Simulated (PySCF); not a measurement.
# Radial density of Br (bromine, neutral)

TPSSh, [Ar] 3d10 4s1 4p6, 2S determinant (an excited configuration). Calculation: PySCF 2.14, in x2c-TZVPPall with one added diffuse shell each of s, p, d type (7s6p5d1f, 57 functions); the spin-free X2C one-electron Hamiltonian (Gaussian nucleus).

```tsv
r (bohr)	4πr²ρ (e/bohr)	4πr²(ρα − ρβ)
0.000643	0.2712	0.0002
0.00108	0.6656	0.0006
0.00182	1.628	0.0014
0.00306	3.875	0.0032
0.00515	8.706	0.0071
0.00866	17.85	0.0141
0.0146	31.37	0.0229
0.0245	42.53	0.0246
0.0412	40.39	0.0092
0.0693	36.00	0.0142
0.117	49.99	0.0715
0.196	39.65	0.0023
0.330	29.52	0.1119
0.555	31.24	0.0584
0.934	8.678	0.3320
1.57	4.562	0.8190
2.64	1.827	0.1180
4.44	0.1493	-0.0141
7.47	0.0008196	-0.0003
```

Densities and radii are taken from the X2C orbitals without a picture-change correction, which distorts them close to the nucleus.

Where is the radial spin density 4πr²(ρα − ρβ) most negative, and why is it negative at all?

Around r = 4.44 bohr, down to -0.0141 e/bohr: exchange with the open shell polarises the paired shells in an unrestricted calculation.
